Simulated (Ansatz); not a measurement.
Basis-set extrapolation for CH8N2Si, SMILES `NC[SiH2]N` (PBE0-D4/def2-TZVP geometry, frozen core, Ansatz). Multiplicity 1, RHF reference.

```csv
,def2-TZVPP,def2-QZVPP
HF,-440.454007,-440.470981
MP2 correlation,-0.736431,-0.788136
CCSD(T) correlation,-0.808974,not run
```

Energies in hartree. Use E(X) = E(∞) + A·exp(−7.88·√X) for Hartree–Fock and E(X) = E(∞) + B·X^(−2.97) for correlation, with X = 3 and 4, and add CCSD(T) minus MP2 of the smaller set to the MP2 limit.

Task: What is the CCSD(T) energy at the basis-set limit?

Result: HF limit: -440.470981 + (-0.016974) × 0.13774 = -440.47332. MP2 limit: -0.788136 + (-0.051705) × 0.74074 = -0.82644. Higher-order term: -0.808974 − (-0.736431) = -0.07254. Total: -441.37230 hartree, 287.0 kJ/mol below CCSD(T)/def2-TZVPP.
